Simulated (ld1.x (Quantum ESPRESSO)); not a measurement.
## An all-electron radial function and its pseudo partner (molybdenum (Mo))

Columns: radius, all-electron u(r) and pseudo u(r) of the 5s shell (level -4.33 eV) of molybdenum in the configuration [Ar] 3d10 4s2 4p6 4d5 5s0.75 5p0.25; PBE, scalar-relativistic, PAW scheme, ld1.x (Quantum ESPRESSO) 7.5.

```
r (bohr)  all-electron   pseudo
   0.108       -0.1078  -0.2080
   0.215        0.0722  -0.3983
   0.322        0.1664  -0.5587
   0.430        0.0885  -0.6789
   0.538       -0.0519  -0.7503
   0.645       -0.1735  -0.7702
   0.752       -0.2467  -0.7418
   0.860       -0.2687  -0.6704
   0.968       -0.2470  -0.5653
   1.075       -0.1948  -0.4391
   1.182       -0.1233  -0.3022
   1.290       -0.0413  -0.1635
   1.398        0.0435  -0.0328
   1.505        0.1254   0.0830
   1.612        0.2023   0.1825
   1.720        0.2730   0.2661
   1.828        0.3359   0.3347
   1.935        0.3903   0.3905
   2.042        0.4369   0.4370
   2.150        0.4763   0.4763
   2.258        0.5088   0.5088
   2.365        0.5345   0.5345
   2.472        0.5545   0.5545
   2.580        0.5695   0.5695
   2.688        0.5798   0.5798
   2.795        0.5859   0.5859
```

Q: How many radial nodes do the two functions have?

A: The all-electron 5s function has n − l − 1 = 4 (the table is too coarse to show those close to the nucleus); the pseudo-wave has 1, since 1 lower shell of the same l stays in the valence.

Q: At about which radius was the pseudo-wave matched?

A: 2.15 bohr. The columns agree to 0.0005 from 1.94 bohr on; several derivatives are matched, so the curves merge somewhat inside the radius.

Q: Is the pseudo-wave norm-conserving?

A: No, it belongs to a PAW set: the norm inside the radius is not constrained, and the difference is carried by the augmentation charge.
